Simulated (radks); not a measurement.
Species: Sr. Configuration: [Kr] 4d1 5p1 (not the ground configuration). All-electron calculation, scalar-relativistic Kohn-Sham, PBE, spin-polarised, spherical densities, point nucleus; open shells are filled with parallel spins first (spin-orbit coupling, left out, can overturn this in heavy ions). Program: a radial shooting solver on a logarithmic mesh with Libxc functionals.

X-ray form factor f0, the Fourier transform of the density (f0(0) = 38):

| sin(theta)/lambda (1/angstrom) | f0 (electrons) |
|---|---|
| 0.05 | 36.737 |
| 0.1 | 34.529 |
| 0.15 | 32.337 |
| 0.2 | 30.085 |
| 0.25 | 27.866 |
| 0.3 | 25.829 |
| 0.4 | 22.474 |
| 0.5 | 19.875 |
| 0.6 | 17.678 |
| 0.8 | 13.862 |
| 1 | 10.805 |
| 1.25 | 8.236 |
| 1.5 | 6.768 |
| 2 | 5.313 |
